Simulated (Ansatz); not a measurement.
Gas-phase electronic energies from Ansatz, PBE0-D4/def2-TZVP geometries. CBS: MP2 limit from def2 TZ/QZ plus the TZ coupled-cluster correction, frozen cores. def2 core potentials past Kr. For In outer-core shells are correlated without core-valence functions, which leaves a few kJ/mol of doubt a bond. Each species was taken in one conformer, which may not be the lowest.

Consider the substitution at a C–In bond: `[CH3][In]([F])[SiH3]` + `C[SiH](N)S` → `CN[SiH](C)S` + `[F][InH][SiH3]`.

```csv
species,CCSD(T)/CBS(def2) energy (Eh)
`[CH3][In]([F])[SiH3]`,-620.37912
`C[SiH](N)S`,-783.89968
`CN[SiH](C)S`,-823.14471
`[F][InH][SiH3]`,-581.10508
```

**Question.** Work out ΔE.

**Answer.** ΔE = (-823.14471) + (-581.10508) − (-620.37912) − (-783.89968) = 0.02901 Eh = +0.79 eV.

Largest T1 diagnostic among the species: 0.016.

The D4 term adds −0.04 eV with B3LYP and −0.02 eV with PBE0; it sums over pairs of atoms, weighted by their polarisabilities, and B3LYP, whose exchange is more repulsive, gets the larger term. In def2-TZVPP, CCSD(T) changes the Hartree–Fock value by +0.12 eV (the triples alone add +0.01 eV) and MP2 by +0.20 eV.

B3LYP here is the variant with VWN-RPA as its local correlation; programs differ in this.
